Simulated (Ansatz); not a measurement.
Saddle point of Si2H4F2, closed shell (Si₂H₄F₂ ([F][SiH]([F])[SiH3]) → SiF₂ + SiH₄; bonds formed: Si1–H3; bonds broken: Si1–Si2, Si2–H3), PBE0-D4/def2-TZVP structure:

```
8
angstrom
Si -0.6103 -0.7541 0.4730
Si 0.6023 1.1757 -0.0800
H 0.4751 -0.3930 -0.8233
F 0.1936 1.9769 -1.4002
F 2.2001 1.2035 -0.0649
H -0.8542 -0.6660 1.9432
H -1.8180 -0.3760 -0.2966
H -0.1888 -2.1671 0.2490
```

Energies are electronic, without zero-point energy. Barriers and step energies count from the start structure reached by relaxing down the imaginary mode; all methods use the PBE0-D4 structures, on which another method's saddle can fall below an end. Ansatz 0.2.0; basis: def2-TZVPP, with def2-QZVPP for the basis limit; cores frozen in the correlated methods. B3LYP uses VWN-RPA correlation. Extrapolation: Hartree–Fock as exp(−7.88 √X), correlation as X^−2.97.

```tsv
method	barrier (kcal/mol)	step energy (kcal/mol)
SPW92	49.91	31.58
PBE-D4	51.27	28.94
BLYP-D4	53.29	24.28
r2SCAN-D4	54.92	33.39
B97M-V	?	30.39
PBE0-D4	55.47	32.43
B3LYP-D4	56.56	27.64
r2SCAN0-D4	57.50	34.64
BHLYP-D4	61.25	31.15
CAM-B3LYP-D4	?	28.95
wB97X-V	59.43	31.67
wB97M-V	55.81	25.74
B2PLYP	58.52	28.70
PBE-QIDH	59.32	34.18
RPA on PBE	56.10	26.64
HF	?	31.95
MP2	60.09	30.97
CCSD	59.83	29.58
CCSD(T)	58.23	29.24
```

Problem. Fill in the withheld barriers. (An estimate is asked for; the value comes from the calculation.)

Solution. Computed: B97M-V 53.07; CAM-B3LYP-D4 59.19; HF 68.81 kcal/mol. Each is the energy of the saddle less that of the start structure, by the same method.

For comparison, the barrier by CCSD(T) at an estimated basis limit (MP2 extrapolated from triple and quadruple zeta, plus CCSD(T) − MP2 in triple zeta) is 57.98 kcal/mol.

The T1 diagnostic stays at or below 0.014. The restricted Hartree–Fock reference is unstable towards an unrestricted one at one or more of these structures.

Losses and insertions of silylenes and their heavier kin drive the gas-phase chemistry of silicon and germanium vapour deposition.

Labels in which every atom is bracketed show which atoms are joined, not bond orders.

For scale, one of the runs: CCSD(T)/def2-TZVPP, 202 basis functions, launched by `ansatz run in.yaml --threads 4 --pin off --events-out ev --progress --plain --max-ram 9574MiB`. The run took 31 s on 4 CPU threads of an Arm Neoverse V2 (shared host), with 2.5 GiB of host memory at its peak.
